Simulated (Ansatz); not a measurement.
`[SeH][SiH]1BS1` + H₂ → `B1[SiH2]S1` + H₂Se at 700 K and 1 bar (hydrogenolysis of the Si–Se bond).

Gas-phase electronic energies from Ansatz, PBE0-D4/def2-TZVP geometries. CCSD(T)/CBS adds triple-zeta CCSD(T) − MP2 to the extrapolated MP2 energy (def2 sets, frozen cores). This one scheme is used for every species. For Se outer-core shells are correlated without core-valence functions, which leaves a few kJ/mol of doubt a bond. Scalar relativity is left out up to krypton. Each species was taken in one conformer, which may not be the lowest.

| species | CCSD(T)/CBS energy (Eh) | H − E (kJ/mol) | S (J/(mol·K)) |
| --- | --- | --- | --- |
| `[SeH][SiH]1BS1` | -3114.19481 | 146.4 | 430.8 |
| H₂ | -1.17544 | 46.8 | 155.3 |
| `B1[SiH2]S1` | -713.45359 | 128.5 | 349.1 |
| H₂Se | -2401.89790 | 61.1 | 251.1 |

H − E and S are ideal-gas, rigid-rotor, harmonic terms from PBE0-D4/def2-TZVP, for one conformer and one mirror image of each species. The MP2-based limit puts H₂ 0.8 mEh under its directly extrapolated value; such offsets cancel only in part. 1 Eh = 2625.50 kJ/mol, R = 8.31446 J/(mol·K).

Q: By hand: ΔE, ΔH, ΔS and ΔG.

A: ΔE = (-713.45359) + (-2401.89790) − (-3114.19481) − (-1.17544) = 0.01876 Eh = 49.3 kJ/mol. Δ(H − E) = 128.5 + 61.1 − 146.4 − 46.8 = -3.6, so ΔH = 45.7 kJ/mol. ΔS = 349.1 + 251.1 − 430.8 − 155.3 = 14.1 J/(mol·K). ΔG = 45.7 − 700 × (14.1)/1000 = 35.8 kJ/mol.

Q: By hand: the equilibrium constant, and the temperature at which ΔG would vanish if ΔH and ΔS stayed fixed.

A: log₁₀ K = −ΔG/(RT ln 10) = -2.7. ΔG = 0 at ΔH/ΔS = 3241 K, far beyond where these terms or the molecules hold.

The number of gas molecules stays the same, so ΔS is small and ΔH decides. A doubt of 5 kJ/mol in ΔE shifts log₁₀ K by 0.4 here. Other conformers and mirror images would add mixing entropy, several J/(mol·K) or more a flexible species. These are equilibria of isolated gas molecules and say nothing of rates. Largest T1 diagnostic: 0.017 (customary marks: 0.02 for closed shells, 0.045 for open ones).
